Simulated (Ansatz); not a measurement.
Donor–acceptor adduct: ClFHIn (SMILES [F][InH][Cl]) (first 4 atoms) with NH3 (SMILES N); geometry from B3LYP-D3(BJ)/def2-TZVP.
(charge 0, multiplicity 1):
```tsv
atom	x (Å)	y (Å)	z (Å)
F	0.8802	1.4208	1.1647
In	-0.7270	0.2746	1.3966
Cl	-2.2034	1.2916	2.9507
H	-1.2190	-0.7851	0.1578
N	0.5312	-0.7449	3.0707
H	1.3867	-0.1962	3.0232
H	0.0783	-0.5617	3.9612
H	0.7656	-1.7300	3.0155
```

Basis-set superposition error: the interaction energy with monomers in their own basis, and in the dimer's basis (counterpoise).

Programs: Ansatz (a quantum-chemistry and plane-wave program). Values without a source in brackets are computed. In def2 rows elements past Kr take small-core potentials, without spin–orbit coupling.

```
level                  uncorrected (meV)  counterpoise (meV)  difference
---------------------  -----------------  ------------------  ----------
HF/def2-TZVPPD                   -1264.0             -1255.2         8.9
SVWN5/def2-TZVPPD                -1544.5             -1528.5        16.0
revPBE/def2-TZVPPD                -991.6              -976.5        15.1
r2SCAN/def2-TZVPPD               -1364.0             -1351.4        12.6
B3LYP/def2-TZVPPD                -1156.2             -1143.4        12.8
CAM-B3LYP/def2-TZVPPD            -1304.8             -1292.5        12.4
wB97M-V/def2-TZVPPD              -1375.7             -1363.6        12.1
MP2/def2-TZVPPD                  -1312.5             -1265.6        47.0
CCSD/def2-SVPD                   -1344.5             -1204.4       140.2
CCSD(T)/def2-SVPD                -1345.4             -1195.6       149.8
```

The error is largest for CCSD(T)/def2-SVPD (149.8 meV) and smallest for HF/def2-TZVPPD (8.9 meV).
